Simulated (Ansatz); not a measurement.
C3H10Si, SMILES `CC(C)[SiH3]` (charge 0, multiplicity 1).

Calculation: Ansatz (an electronic-structure program) with CAM-B3LYP/cc-pVTZ // B3LYP-D3(BJ)/def2-TZVP.

Ansatz 0.2 input:
```yaml
crystal:
  periodic: [false, false, false]
  atoms:
    - { symbol: C, position_ang: [-0.775038, 1.297306, 0.214668] }
    - { symbol: C, position_ang: [-0.18689, -0.107135, 0.39871] }
    - { symbol: C, position_ang: [-0.897355, -1.13107, -0.495182] }
    - { symbol: Si, position_ang: [1.677773, -0.113847, 0.100361] }
    - { symbol: H, position_ang: [-1.848758, 1.300494, 0.422779] }
    - { symbol: H, position_ang: [-0.641268, 1.647593, -0.812278] }
    - { symbol: H, position_ang: [-0.306047, 2.027141, 0.877489] }
    - { symbol: H, position_ang: [-0.330222, -0.405478, 1.444031] }
    - { symbol: H, position_ang: [-0.516072, -2.142454, -0.341343] }
    - { symbol: H, position_ang: [-1.971997, -1.146149, -0.292413] }
    - { symbol: H, position_ang: [-0.768846, -0.885259, -1.552667] }
    - { symbol: H, position_ang: [2.241619, -1.467539, 0.331134] }
    - { symbol: H, position_ang: [2.358087, 0.844684, 1.007032] }
    - { symbol: H, position_ang: [1.965014, 0.281711, -1.302322] }
basis:
  gaussian: { orbitals: cc-pVTZ }
hamiltonian:
  xc: cam_b3lyp
```

Output:

```
Functional definition: CAM-B3LYP
1376 factors; their error is unknown
390 factors; integrals over basis functions are off by at most 1.5e-5 eV
mean field evaluation 1: about -11145.0857 eV, gradient 5.3e1 eV
mean field evaluation 2: about -11145.0074 eV, gradient 5.2e1 eV
mean field evaluation 4: about -11151.4707 eV, gradient 1.9e0 eV
mean field evaluation 8: about -11151.4770 eV, gradient 5.7e-2 eV
mean field evaluation 16: about -11151.4802 eV, gradient 2.9e-5 eV
mean field -11151.48022530 eV, -409.8093395349 hartree, gradient 2.9e-5 eV, S^2 0.000000; 0 other end points of the search recorded, 0 dependent functions left out
reference -11151.48036935 eV, -409.8093448286 hartree; 21, 21 occupied and 243, 243 virtual orbitals, 1376 factors
Total energy: -11151.48036935 eV, -409.8093448286 hartree
```
